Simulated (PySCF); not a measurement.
## Polarisability and C₆ of Se³⁺ (selenium, charge +3)

[Ar] 3d10 4s2 4p1, 2P determinant. Calculation: PySCF 2.14, in def2-TZVPPD (7s6p5d1f, 57 functions); no relativity, point nucleus. Coupled (time-dependent) response in atomic units; α is the mean over directions.

| method | mean α (bohr³) | α xx, yy, zz | C₆ (like pair) | S(−4) |
| --- | --- | --- | --- | --- |
| UHF | 7.298 | 7.564, 6.765, 7.564 | 25.49 | 20.26 |
| PBE | 6.743 | 6.926, 6.377, 6.926 | 22.95 | 16.53 |
| PBE0 | 6.874 | 7.088, 6.447, 7.088 | 23.54 | 17.33 |
| HSE06 | 6.832 | 7.024, 6.448, 7.024 | 23.35 | 17.08 |

S(−4) is the Cauchy moment in α(ω) = α(0) + S(−4) ω² + …

Spin-orbit coupling is absent.

α(iu) at PBE:

| u (hartree) | α(iu) (bohr³) |
| --- | --- |
| 0 | 6.743 |
| 0.0500 | 6.702 |
| 0.100 | 6.582 |
| 0.200 | 6.146 |
| 0.300 | 5.544 |
| 0.500 | 4.253 |
| 0.750 | 2.971 |
| 1.00 | 2.126 |
| 1.50 | 1.222 |
| 2.00 | 0.7974 |
| 3.00 | 0.4259 |
| 5.00 | 0.1861 |

A single London oscillator, α(iu) = α/(1 + u²/ω²), gives C₆ = (3/4) ω α². Matching the computed C₆ needs ω = 4 × 22.95 / (3 × 6.743²) = 0.673 hartree.

For an ion, C₆ is the dispersion term alone; charge-induced terms of lower order in 1/R come first.

The components differ because the open shell of this determinant is not spherical; for a pure term their mean is the scalar polarisability.
